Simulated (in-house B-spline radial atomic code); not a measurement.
RPA and G0W0 on LC-wPBE: the silver ion Ag⁺

Configuration [Kr] 4d10, mean-field start LC-wPBE. Computed with an all-electron radial atomic-structure program (B-spline basis): all electrons, scalar-relativistic (spin-free one-electron X2C), finite nucleus, each spin shell either full or empty, empty states to l = 9 with an (l + 1/2)⁻⁴ tail; G0W0 by contour deformation at full frequency.

Command:
```bash
python run_gw.py task.json out
```
Settings (radii: box in bohr, nucleus in fm):
```
Z                        47
electrons                46
configuration            [Kr] 4d10
hamiltonian              x2c
method                   lc_wpbe
lmax                     9
rms_radius               4.5454
spin_polarised           False
box_radius               23.78
intervals                70
```

Time taken, with all properties: 5.9 s on 1 thread of Arm Neoverse N1, with other jobs on the host.

Energies (hartree):

```tsv
term	value
mean-field total	-5314.75378
Hartree-Fock functional on these orbitals	-5312.61860
direct second order	-3.9699
second-order exchange	1.103
SOSEX correction	1.0277
```

Question: What is the RPA correlation energy, and what remains with SOSEX?

Answer: RPA gives -3.4935 hartree (-2.07 eV per electron); RPA + SOSEX gives -2.4659, and the second-order doubles -2.8669 hartree (no singles). RPA lacks exchange-type terms and so overcorrelates at short range.

Quasi-particle levels (eV):

| level | occupied | mean field | Σx - vxc | Σc | QP weight | G0W0 |
| --- | --- | --- | --- | --- | --- | --- |
| 4d | yes | -20.227 | -2.16 | ? | ? | ? |
| 5s | no | -7.368 | 1.15 | -1.41 | 0.973 | -7.638 |

G0W0 = mean field + (Σx - vxc) + Σc, with Σc (partial-wave tail included) taken at the quasi-particle energy. Only the outer levels were computed. Levels of low weight are left out.

Question: Where does G0W0 put 4d?

Answer: At -22.180 eV, with Σc = 0.21 eV and a quasi-particle weight of 0.926. The tabulated removal energy is 21.484 eV (NIST, measured); the calculation leaves out spin-orbit coupling, Breit and QED terms, and what these don't explain is the method's own error.
